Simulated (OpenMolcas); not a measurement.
An OpenMolcas run meant for Dy⁴⁺ (ANO-RCC-VQZP, DKH3; inactive shells 1s 2s 2p 3s 3p 3d 4s 4p 4d 5s 5p; intended active space 8 electrons in 7 orbitals (4f)). One step of its input:

```
&CASPT2
Multistate=7 1 2 3 4 5 6 7
Frozen=14 9
IPEA=0.25
Imaginary=0.1
MaxIter=60
WThr=0.0 0.3 0.05
PrWF=0.5
NoMix
Deleted=29 33
```

The run finished. Its levels beside those of a sound run (SS-CASPT2, IPEA 0.25 Eh, imaginary shift 0.1 Eh (closed shells correlated: 5s 5p)), in cm-1 above each run's lowest level:

```tsv
Level	This run	Usual run
4f8 7F6	0.0	0.0
4f8 7F5	2742	2777
4f8 7F4	4490	4505
4f8 7F3	5711	5714
4f8 7F2	6540	6535
4f8 7F1	7054	7043
4f8 7F0	7300	7286
4f8 5D4	25865	23763
```

**Question.** Which setting is unsound, and how much does it matter here?

**Answer.** Nearly half of the orbitals are deleted from the virtual space, which removes much of the correlation energy. Against the sound run the excited levels shown move by 310 cm-1 on average and by 2100 cm-1 at most.

CASPT2 breaks the degeneracy within a term, and the mean is taken; among the terms shown or strongly mixed into the levels shown the widest spread is 2100 cm-1 (4f8 7F, this run). High states are left out of the spin-orbit mixing, which shifts the levels that they would mix with. Only configurations of the active space appear.
